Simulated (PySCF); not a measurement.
## RbAl⁺ from Hartree–Fock to correlated methods

State: ²Σ⁺ (doublet), unpaired electrons σ ↑. Set-up: PySCF, scalar-relativistic core potentials, basis sets Rb def2-SVP with ECP28, Al def2-SVP. De refers to Rb⁺ + Al in their high-spin ground configurations, without counterpoise correction. The functionals are run spin-unrestricted. A positive dipole points towards Al; it is taken about the centre of mass and depends on that origin.

| Level | Re (Å) | ωe (cm⁻¹) | De (eV) | μ (D) |
| --- | --- | --- | --- | --- |
| UHF | 4.239 | 71.5 | 0.384 | -2.36 |
| UHF-MP2 | 4.143 | 74.9 | 0.421 | n/a |
| UHF-SCS-MP2 | 4.162 | 73.6 | 0.409 | n/a |
| UHF-CCSD | 4.138 | 74.6 | 0.415 | n/a |
| UHF-CCSD(T) | 4.132 | 74.9 | 0.418 | n/a |
| PBE | 4.127 | 72.6 | 0.52 | -1.00 |
| PBEsol | 4.081 | 75.0 | 0.54 | -1.02 |
| r²SCAN | 4.142 | 74.5 | 0.434 | -1.90 |
| PBE0 | 4.092 | 76.8 | 0.476 | -1.55 |
| B97-3 | 4.091 | 79.9 | 0.429 | -1.86 |
| M06 | 4.027 | 78.9 | 0.473 | -1.44 |
| ωB97X | 3.970 | 88.1 | 0.403 | -2.12 |

The bond length runs from 3.970 Å (ωB97X) to 4.239 Å (UHF). De spans 0.38 eV (UHF, mean field) to 0.54 eV (PBEsol, GGA). Correlation at CCSD(T) changes the Hartree–Fock bond energy by +0.04 eV; the triples alone change it by +0.00 eV.

Correlated steps freeze 5 core orbitals. Correlated levels converge slowly with the basis: in double zeta they bind strong bonds too weakly, by up to about 1 eV, and carry superposition errors of some tenths. Spin–orbit coupling is left out. For an ion De counts to the pair picked by the measured ionisation energies or electron affinities, which need not be the lowest pair at this level. The state is the lowest determinant that a PBE0 search found; another state may lie lower at other levels.
